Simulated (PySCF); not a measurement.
C2H3F2, SMILES C[C](F)F (connectivity only; charge and spin as stated), charge +1, multiplicity 1.

Geometry optimised at PBE-D3(BJ)/def2-SVP. The spin state was assumed, not searched. The isomer is the one that the SMILES or the coordinates give; other isomers of the formula were not compared.

The numbers are results of SMD-B3LYP/def2-SVP (PySCF), not measurements.

Solvation free energies are E(SMD) − E(gas) at the gas-phase geometry, for 1 M in both phases.

Computed solvation free energies in water, acetone, acetonitrile:
```json
[
 {"solvent": "water", "ΔG(solv) (kcal/mol)": "-68.8", "its non-electrostatic (CDS) part": "3.7"},
 {"solvent": "acetone", "ΔG(solv) (kcal/mol)": "-69.0", "its non-electrostatic (CDS) part": "0.8"},
 {"solvent": "acetonitrile", "ΔG(solv) (kcal/mol)": "-70.4", "its non-electrostatic (CDS) part": "1.0"}
]
```
